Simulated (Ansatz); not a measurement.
`[GeH3][O][CH2][InH2]` and `OC[O][GeH3]` differ in one atom or group.

Ansatz, PBE0-D4/def2-TZVP geometries, multiplicity 1. Each molecule was computed in one conformer, which needn't be the lowest.

Elements past krypton have def2 core potentials. Scalar relativity is left out up to krypton.

| property | `[GeH3][O][CH2][InH2]` |
| --- | --- |
| HOMO energy (PBE/def2-TZVPP) / eV | -5.71 |
| HOMO energy (PBE0/def2-TZVPP) / eV | -6.85 |
| LUMO energy (ωB97M-V/def2-TZVPP) / eV | -0.13 |
| size of the dipole moment (ωB97M-V/def2-TZVPP) / D | 1.36 |
| HOMO energy (ωB97M-V/def2-TZVPP) / eV | -9.01 |
| size of the dipole moment (B3LYP/def2-TZVPP) / D | 1.40 |

(1) Give the same properties after the change, and the shifts. (Best estimate.)

Results:

(1) The calculation gave: 
```tsv
property	`OC[O][GeH3]`	shift
HOMO energy (PBE/def2-TZVPP) / eV	-6.22	-0.51
HOMO energy (PBE0/def2-TZVPP) / eV	-7.78	-0.93
LUMO energy (ωB97M-V/def2-TZVPP) / eV	1.97	2.10
size of the dipole moment (ωB97M-V/def2-TZVPP) / D	2.11	0.75
HOMO energy (ωB97M-V/def2-TZVPP) / eV	-10.19	-1.18
size of the dipole moment (B3LYP/def2-TZVPP) / D	2.06	0.66
```

With PBE0 the HOMO falls by 0.93 eV and the LUMO rises by 1.79 eV, so the gap widens by about 2.72 eV. PBE moves the HOMO by -0.51 eV and ωB97M-V by -1.18 eV. The zero-point energy changes by 13.6 kJ/mol with -3 modes. Dipoles are sizes alone; their direction can turn.

Positive LUMOs are unbound, so they and the gaps depend on the basis.

B3LYP here is the variant with VWN-RPA as its local correlation; programs differ in this.
